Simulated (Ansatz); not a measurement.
H₄Se₃Si (`[SeH][SiH]([SeH])[SeH]`), relaxed with RKS PBE-D4/def2-SVP in the Gaussian-basis code of Ansatz from a rough embedded geometry. The force threshold is 0.03 eV/Å; the program also tests the step.

Charge 0, multiplicity 1.

Start:

```xyz
8

Se    1.512    0.513   -1.893
Si    0.118   -0.176   -0.308
Se   -0.612    1.636    0.825
Se    1.163   -1.520    1.143
H     0.437    1.368   -2.576
H    -1.030   -0.877   -0.922
H    -1.502    0.750    1.762
H    -0.086   -1.694    1.968
```

Q: How much energy does the relaxation release, and in how many steps? (Estimate.)

A: Computed: 0.31 eV, in 18 steps, 4 of them rejected.

Q: Which bonds change most? (Estimate.)

A: Computed: Se3–H7 from 1.567 to 1.489 Å; Se1–Si2 from 2.220 to 2.292 Å; Si2–Se4 from 2.237 to 2.305 Å; Si2–Se3 from 2.258 to 2.305 Å.

Q: Give the relaxed structure. (An estimate is asked.)

A: Computed: 
```xyz
8

Se    1.402    0.319   -1.919
Si    0.045   -0.159   -0.135
Se   -0.648    1.867    0.720
Se    1.407   -1.480    1.175
H     0.576    1.489   -2.326
H    -1.185   -0.968   -0.450
H    -1.853    1.255    1.344
H     0.256   -2.324    1.591
```
